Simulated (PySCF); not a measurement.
## MNH₂ across group 15

Level: PBE0, basis family def2-TZVP, scalar-relativistic core potentials from Rb on and no relativity for lighter atoms.

Each entry is the lowest minimum that a search over a few typed start shapes (and spin states, where more than one is plausible) found, or that minimum re-optimised at the stated level; isomers with ligand–ligand bonds, or fragments after loss of a ligand pair, can lie lower. Open shells are unrestricted; no spin–orbit coupling; PySCF with density fitting.

| molecule | 2S+1 | point group | mean bond to the central atom (Å) | highest ω (cm⁻¹) | distinct angles (°) | dipole (D) | polar-tensor charge of the central atom |
| --- | --- | --- | --- | --- | --- | --- | --- |
| H₂PN | ? | ? | ? | ? | ? | ? | ? |
| H₂AsN | 1 | C2v | 1.560 | 2172 | 104/128 | 4.12 | 0.55 |
| H₂SbN | 1 | C2v | 1.747 | 1931 | 101/129 | 4.22 | 0.68 |

Problem. Fill in the row of H₂PN.

Solution. 2S+1: 1; point group: C2v; mean bond to the central atom (Å): 1.448; highest ω (cm⁻¹): 2382; distinct angles (°): 105/128; dipole (D): 4.12; polar-tensor charge of the central atom: 0.48.

Left out of the table are members whose search was unfinished or whose lowest solution was spin-contaminated, unstable, very soft or bonded differently.
